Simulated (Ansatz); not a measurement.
CH3BTe, SMILES `B1C[Te]1`, relaxed with RKS PBE0-D4/def2-TZVP in Ansatz 0.2.0 from a PBE-D4/def2-SVP geometry. The force threshold is 0.005 eV/Å; the program also tests the step.

Total charge 0; spin multiplicity 1. Te takes the def2 core potential.

Start:

```xyz
6

B     0.178    0.260   -0.840
C    -0.391   -0.199    0.505
Te    1.857    0.161    0.443
H    -0.081    0.537   -1.985
H    -0.915    0.499    1.183
H    -0.648   -1.257    0.694
```

(1) By how much does the energy fall, and how many steps does the optimiser take? (Estimate.)

(2) Which bonds change most? (Estimate.)

(3) Give the relaxed structure. (Best estimate.)

Answers

(1) Ansatz gave: 3.42 kJ/mol, in 6 steps.

(2) The calculation gave: C2–Te3 from 2.278 to 2.228 Å; B1–H4 from 1.206 to 1.183 Å; B1–Te3 from 2.116 to 2.095 Å; C2–H6 from 1.105 to 1.086 Å.

(3) Computed: 
```xyz
6

B     0.173    0.258   -0.837
C    -0.378   -0.197    0.502
Te    1.822    0.153    0.451
H    -0.088    0.529   -1.959
H    -0.896    0.493    1.161
H    -0.632   -1.237    0.682
```
